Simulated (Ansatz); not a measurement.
Stepwise reaction of `C[SiH2][SiH](Cl)Cl` with hydrogen fluoride, as a gas-phase model of exchange steps in deposition or etching. ΔE in kJ/mol.

Program: Ansatz. Geometries: PBE0-D4/def2-TZVP. ΔE: electronic, gas phase. CCSD(T)/CBS is the MP2 limit (def2-TZVPP, def2-QZVPP) plus CCSD(T) − MP2 in def2-TZVPP, frozen cores. This one scheme is used for every species. DFT in def2-TZVPP. B3LYP here is the variant with VWN-RPA as its local correlation; programs differ in this. One conformer a species, not always the lowest.

```json
{"step": "1", "reaction": "`C[SiH2][SiH](Cl)Cl` + H–F → `C[SiH2][SiH](F)Cl` + HCl", "PBE-D4": "-28.6", "B3LYP-D4": "-37.7", "ωB97M-V": "-36.4", "CCSD(T)/CBS": "-32.9"}
{"step": "2", "reaction": "`C[SiH2][SiH](F)Cl` + H–F → `C[SiH2][SiH](F)F` + HCl", "PBE-D4": "-32.6", "B3LYP-D4": "-42.3", "ωB97M-V": "-40.5", "CCSD(T)/CBS": "-38.3"}
```

(1) By hand: ΔE of the 2 steps together at CCSD(T)/CBS.

Answers

(1) (-32.9) + (-38.3) = -71.2 kJ/mol, or -35.6 kJ/mol a step.

In ΔE each step is lower than the one before. All are downhill at CCSD(T)/CBS. PBE-D4 differs from CCSD(T)/CBS by 4.3 to 5.7 kJ/mol a step. Isolated molecules leave out the surface, adducts and barriers. Largest T1 diagnostic: 0.012.
